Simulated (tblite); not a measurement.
Br$_{3}$Sn (SMILES [Br][Sn+]([Br])[Br]), charge +1, singlet, geometry from GFN2-xTB (such geometries of metal compounds can be far from the true shape); GFN1-xTB (tblite 0.6.0).

Input for tblite:
```
$ tblite run mol.xyz --method gfn1 --charge 1 --spin 0 --efield 0,0,0.1 --json tblite.json --no-restart

# file mol.xyz
4

Sn    -0.00000000     0.00000000     0.00000000
Br    -1.99407378    -1.54743063    -0.18843106
Br    -0.04903946     2.26951936    -1.11948875
Br     2.04311323    -0.72208873     1.30791981
```

It wrote (shortened):

```
xTB calculator
 | screened Coulomb repulsion
 | Coulomb electrostatics
 |  * isotropic Klopman-Ohno-Mataga-Nishimoto electrostatics
 |  * onsite third-order electrostatics
 | DFT-D3(BJ) dispersion correction
 | Interactions (1)
 | [1] electric field

halogen bonding energy    0.0000000000000E+00 Eh
repulsion energy          1.5085819319915E-02 Eh
dispersion energy        -2.2635069521197E-03 Eh
interaction energy        0.0000000000000E+00 Eh
number of electrons       2.4000000000000E+01 e
integral cutoff           2.8182813135037E+01 bohr

------------------------------------------------------------
  cycle        total energy    energy error   density error
------------------------------------------------------------
      1     -13.67893541875  -1.3691758E+01   2.5977694E-01
      2     -13.71831772168  -3.9382303E-02   1.1764373E-01
      3     -13.66332036456   5.4997357E-02   1.4579031E-01
      4     -13.71782208958  -5.4501725E-02   7.3406143E-02
      5     -13.72611620981  -8.2941202E-03   3.7872830E-02
      6     -13.73141451450  -5.2983047E-03   4.1105633E-03
      7     -13.73146430274  -4.9788238E-05   2.6734996E-03
      8     -13.73146807245  -3.7697051E-06   6.9092480E-04
      9     -13.73147016375  -2.0913078E-06   4.8322988E-05
     10     -13.73147014708   1.6668439E-08   6.5795590E-05
     11     -13.73147016509  -1.8006498E-08   2.1909484E-06
------------------------------------------------------------

electronic energy        -1.3744292477459E+01 Eh
total energy             -1.3731470165091E+01 Eh

Post processing:
 | Mayer-Wiberg bond orders

[Info] JSON dump of results written to 'tblite.json'
```
